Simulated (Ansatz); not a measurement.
`C[CH](F)[AlH2]` + `C=C(F)S` → `C=C(F)SC` + `F[CH2][AlH2]` at 400 K and 1 bar (substitution at a C–C bond).

Isolated molecules relaxed with PBE0-D4/def2-TZVP in Ansatz; ΔE leaves out vibrations. CBS: MP2 limit from def2 TZ/QZ plus the TZ coupled-cluster correction, frozen cores. Each species was taken in one conformer, which may not be the lowest.

```
         species  CCSD(T)/CBS energy (Eh)  H − E (kJ/mol)  S (J/(mol·K))
`C[CH](F)[AlH2]`               -421.48707           213.4          359.9
       `C=C(F)S`               -575.43615           137.6          316.4
      `C=C(F)SC`               -614.69893           222.0          358.6
  `F[CH2][AlH2]`               -382.22364           133.0          315.9
```

H − E and S are ideal-gas, rigid-rotor, harmonic terms from PBE0-D4/def2-TZVP, for one conformer and one mirror image of each species. 1 Eh = 2625.50 kJ/mol, R = 8.31446 J/(mol·K).

Problem. By hand: ΔE, ΔH, ΔS and ΔG.

Solution. ΔE = (-614.69893) + (-382.22364) − (-421.48707) − (-575.43615) = 0.00065 Eh = 1.7 kJ/mol. Δ(H − E) = 222.0 + 133.0 − 213.4 − 137.6 = 4.0, so ΔH = 5.7 kJ/mol. ΔS = 358.6 + 315.9 − 359.9 − 316.4 = -1.8 J/(mol·K). ΔG = 5.7 − 400 × (-1.8)/1000 = 6.4 kJ/mol.

Problem. By hand: the equilibrium constant, and the temperature at which ΔG would vanish if ΔH and ΔS stayed fixed.

Solution. log₁₀ K = −ΔG/(RT ln 10) = -0.8. ΔH and −TΔS have one sign here, so there is no such temperature. One of them is within its doubt of zero, so this could turn.

The number of gas molecules stays the same, so ΔS is small and ΔH decides. A doubt of 5 kJ/mol in ΔE shifts log₁₀ K by 0.7 here. Other conformers and mirror images would add mixing entropy, several J/(mol·K) or more a flexible species. These are equilibria of isolated gas molecules and say nothing of rates. Largest T1 diagnostic: 0.012 (customary marks: 0.02 for closed shells, 0.045 for open ones).
